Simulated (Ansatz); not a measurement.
`[CH3][Ta]([NH2])(=[S])[Cl]` + HCl → `[NH2][Ta](=[S])([Cl])[Cl]` + CH₄ at 400 K and 1 bar (ligand exchange at a Ta–C bond).

Program: Ansatz. Geometries: PBE0-D4/def2-TZVP. ΔE: electronic, gas phase. CCSD(T)/CBS adds triple-zeta CCSD(T) − MP2 to the extrapolated MP2 energy (def2 sets, frozen cores). This one scheme is used for every species. def2 core potentials past Kr. For Ta outer-core shells are correlated without core-valence functions, which leaves a few kJ/mol of doubt a bond. One conformer a species, not always the lowest.

```
                     species  CCSD(T)/CBS energy (Eh)  H − E (kJ/mol)  S (J/(mol·K))
`[CH3][Ta]([NH2])(=[S])[Cl]`              -1010.37366           204.8          431.2
                         HCl               -460.38127            29.6          195.4
 `[NH2][Ta](=[S])([Cl])[Cl]`              -1430.35946           112.5          415.3
                         CH₄                -40.46206           131.3          197.2
```

H − E and S are ideal-gas, rigid-rotor, harmonic terms from PBE0-D4/def2-TZVP, for one conformer and one mirror image of each species. 1 Eh = 2625.50 kJ/mol, R = 8.31446 J/(mol·K).

Q: By hand: ΔE, ΔH, ΔS and ΔG.

A: ΔE = (-1430.35946) + (-40.46206) − (-1010.37366) − (-460.38127) = -0.06659 Eh = -174.8 kJ/mol. Δ(H − E) = 112.5 + 131.3 − 204.8 − 29.6 = 9.4, so ΔH = -165.4 kJ/mol. ΔS = 415.3 + 197.2 − 431.2 − 195.4 = -14.1 J/(mol·K). ΔG = -165.4 − 400 × (-14.1)/1000 = -159.8 kJ/mol.

Q: By hand: the equilibrium constant, and the temperature at which ΔG would vanish if ΔH and ΔS stayed fixed.

A: log₁₀ K = −ΔG/(RT ln 10) = 20.9. ΔG = 0 at ΔH/ΔS = 11730 K, far beyond where these terms or the molecules hold.

The number of gas molecules stays the same, so ΔS is small and ΔH decides. A doubt of 5 kJ/mol in ΔE shifts log₁₀ K by 0.7 here. Other conformers and mirror images would add mixing entropy, several J/(mol·K) or more a flexible species. These are equilibria of isolated gas molecules and say nothing of rates. Largest T1 diagnostic: 0.020 (customary marks: 0.02 for closed shells, 0.045 for open ones).
